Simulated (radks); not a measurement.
Values are calculated unless marked as measured or tabulated.
Removal energies from the arsenic ion As12+, [Ar] 3d3, by Delta-SCF beside the eigenvalue of the level emptied. Code: a radial shooting solver on a logarithmic mesh with Libxc functionals. Model: scalar-relativistic Kohn-Sham, r2SCAN, spin-polarised, spherical densities, finite nucleus; meta-GGA in the generalised Kohn-Sham scheme; Fermi nuclear charge, rms radius of each element as measured or else 0.836 A^(1/3) + 0.57 fm. Open shells are filled with parallel spins first.

removed from,final configuration,Delta-SCF (eV),-eigenvalue (eV)
3d,[Ar] 3d2,376.33,356.17
3p,[Ne] 3s2 3p5 3d3,460.35,442.10
3s,[Ne] 3s1 3p6 3d3,520.55,502.38
2p,[He] 2s2 2p5 3s2 3p6 3d3,1718.9,1669.8
